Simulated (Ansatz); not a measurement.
AlH8NSi2. Charge 0, multiplicity 1. The bonds changed during the relaxation, so this is another structure than the one it started from. All single points use the PBE0-D4/def2-TZVP geometry. It is one conformer, not always the lowest.

```xyz
12

N     1.186    0.449    0.357
Si    0.613   -1.222   -0.163
Si   -1.653   -0.660   -0.143
Al   -0.510    1.552   -0.044
H     2.022    0.771   -0.120
H     1.379    0.501    1.353
H     1.217   -1.374   -1.514
H     1.272   -2.198    0.751
H    -2.283   -1.249    1.074
H    -2.322   -1.232   -1.344
H    -0.205    2.210   -1.465
H    -0.716    2.454    1.256
```

(1) What is the dipole moment at ωB97M-V/def2-TZVPP? (Estimate.)

(2) And with PBE, r2SCAN, B3LYP? (Best estimate.)

(3) Give the Mulliken charges with ωB97M-V, B3LYP, r2SCAN in def2-TZVPP. (An estimate is asked.)

## Answers

(1) Computed: 3.45 D, with components (3.07, -1.26, 0.96) D in this frame, pointing from negative to positive charge.

(2) The calculation gave: PBE 3.43 D, r2SCAN 3.54 D, B3LYP 3.44 D.

(3) Computed: 
```tsv
atom	ωB97M-V	B3LYP	r2SCAN
N1	-0.24	-0.22	-0.23
Si2	0.15	0.23	0.24
Si3	-0.11	-0.03	-0.05
Al4	0.25	0.31	0.37
H5	0.14	0.15	0.15
H6	0.14	0.15	0.16
H7	-0.01	-0.05	-0.06
H8	-0.02	-0.06	-0.07
H9	-0.02	-0.06	-0.07
H10	-0.02	-0.06	-0.07
H11	-0.14	-0.17	-0.19
H12	-0.14	-0.17	-0.19
```

B3LYP here is the variant with VWN-RPA as its local correlation; programs differ in this.
